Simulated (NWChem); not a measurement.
# CAuO cation; SMILES [C-](->[Au+])#[O+]

All runs: NWChem. Structure relaxed at the PBE-D3(BJ)/def2-SVP level. The spin multiplicity was typed, not searched, and may not be the lowest. def2 effective core potentials on Au; no spin-orbit coupling. Level r2SCAN/def2-SVP: energy and gradient on several grids; changes count from the extra-fine grid, which is no exact limit either.

Task: Which is the coarsest grid (coarse; xcoarse; medium; fine; xfine) from which on the energy stays within 500 μHa and each gradient component within 500 μHa/bohr of xfine?

Result: medium.
```
grid     size of the energy change (μHa)  largest change of a gradient component (μHa/bohr)
-------  -------------------------------  -------------------------------------------------
xcoarse                             2000                                               5000
coarse                                70                                               1000
medium                                60                                                200
fine                                < 10                                                 80
xfine                               < 10                                               < 30
```
